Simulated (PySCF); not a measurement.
CH₆AlClO₂Si, SMILES Cl[SiH2][CH2][Al]([OH])[OH].

Coordinates come from a PBE-D3(BJ)/def2-SVP optimisation. The structure was generated by enumeration; whether it is a known compound was not checked. One conformer was computed; it need not be the lowest.

These are PBE0/def2-TZVP run with PySCF values and carry that method's errors.

The molecule is in vacuum.

```
Quantity                                                                                                       Result
---------------------------------------------------------------------------------------------  ----------------------
total energy                                                                                      -1183.99039 hartree
point group                                                                                                        Cs
highest occupied level                                                                                       -8.45 eV
lowest empty level                                                                                           -0.58 eV
orbital gap                                                                                                   7.88 eV
dipole moment                                                                                                  3.97 D
quadrupole, principal values (traceless, Buckingham form, about the centre of nuclear charge)  -9.45, -0.06, 9.51 D·Å
mean static polarisability                                                                      79.1 bohr³ (11.72 Å³)
polarisability, principal values                                                               67.8, 69.7, 99.6 bohr³
```
